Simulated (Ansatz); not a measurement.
The cluster ZrS₃⁻. Total charge -1; doublet. Geometry PBE0-D4/def2-SVPD; atoms count from 1.

```xyz
4

Zr   -0.0962    0.1903    0.2091
S    -0.5830   -1.8286    1.2600
S    -1.4633    0.8214   -1.5657
S     2.1425    0.8169    0.0967
```

In the def2 sets Zr takes a core potential; there is no spin–orbit coupling. The structure comes from a short search, and lower isomers may exist.

**Question.** Estimate the Mulliken populations from the PBE0/def2-TZVPD orbitals of Ansatz.

**Answer.** 
```
atom  charge (e)  spin (α − β)  d electrons
 Zr1        1.10         -0.29         2.22
  S2       -0.70          0.43            –
  S3       -0.70          0.43            –
  S4       -0.70          0.43            –
```
Mulliken values depend strongly on the basis. With diffuse functions, as here, like atoms can get unlike values, and bond orders can come out too low or too high.

**Question.** Where does the spin sit?

**Answer.** Summed by element: Zr -0.29, S 1.29, of 1 unpaired in all. Largest on single atoms: S4 0.43, S3 0.43, S2 0.43.

**Question.** And the Mayer bond orders between heavy atoms (over 0.3)?

**Answer.** Zr1–S2 1.49 (2.33 Å); Zr1–S3 1.49 (2.33 Å); Zr1–S4 1.49 (2.33 Å).
